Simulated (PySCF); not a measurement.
Relaxation of triplet La2Se

All numbers come from UPBE0 in PySCF with Se def2-SVP, La def2-SVP with ECP46; scalar-relativistic core potentials, no spin–orbit coupling; density-fitted integrals. A (50,194) grid was used.

A hand-made bent start, of C2v symmetry, held to at least that symmetry:

```xyz
3
charge 0 multiplicity 3, angstrom
Se    0.0000    0.0000   -1.3185
La    2.4247    0.0000    0.3793
La   -2.4247    0.0000    0.3793
```

Q: What does it relax to?

A: It ends at C2v with La–La 3.599 Å, Se–La 2.771 Å (×2); La–La–Se 49.5° (×2), La–Se–La 81.0°. No frequency check is given, so it may be a saddle point. Other isomers or separated fragments may lie lower.

Q: How much energy is released, and in how many steps?

A: 77.9 kJ/mol in 11 steps.

Open d and f shells are described by one determinant, and the ground state may have another occupation or spin. At this level a quintet minimum of C2v symmetry lies 28 kJ/mol below this structure. Spin–orbit coupling, left out here, can matter for elements this heavy.

The relaxation took of the order of 9 core-minutes on a shared host.
